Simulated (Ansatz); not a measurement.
Ideal-gas functions of C₂H₄BI, SMILES `IC1BC1` at 500 K and 1 bar, from an Ansatz frequency run at PBE0-D4/def2-TZVP.

Molar mass 165.77 g/mol, point group C1 (symmetry number 1), electronic degeneracy 1, moments of inertia 32.429, 220.283, 227.569 u Å². Harmonic wavenumbers (cm⁻¹, unscaled): 80, 272, 505, 548, 712, 794, 889, 934, 956, 963, 1040, 1132, 1246, 1408, 2754, 3096, 3184, 3225.

Use S(trans) = R[1.5 ln M + 2.5 ln T − 1.1517]; rotational temperatures θ = 24.2544 K / I; S(rot) = R[ln(√π/σ · √(T³/θAθBθC)) + 1.5]; for each mode x = 1.438777 ν̃/T, S = R[x/(eˣ − 1) − ln(1 − e⁻ˣ)] and H = RT x/(eˣ − 1); 1 cm⁻¹ = 0.0119627 kJ/mol; R = 8.31446 J/(mol·K).

Problem. By hand: the entropy, in J/(mol·K).

Solution. Translation 183.3. Rotation: θ = 0.7479, 0.1101, 0.1066 K, giving 114.4. Vibration, mode by mode: 20.54, 10.56, 5.90, 5.34, 3.67, 3.05, 2.46, 2.22, 2.11, 2.08, 1.74, 1.41, 1.08, 0.74, 0.03, 0.01, 0.01, 0.01, in all 63.0. Electronic 0.0. Sum 360.7 J/(mol·K).

Problem. By hand: H − E and G − E in kJ/mol, counted from the electronic energy.

Solution. Zero-point energy ½ × 23738 × 0.0119627 = 142.0; thermal vibration 17.5; translation, rotation and pV give 4 RT = 16.6. H − E = 176.1 kJ/mol, and G − E = 176.1 − 500 × 360.7/1000 = -4.3 kJ/mol.

Vibration gives 17 % of the entropy, 20.5 J/(mol·K) of it from the mode under 150 cm⁻¹: soft modes count most, and the harmonic formula is weakest for them. The sum counts one conformer and one mirror image; others add a mixing term.
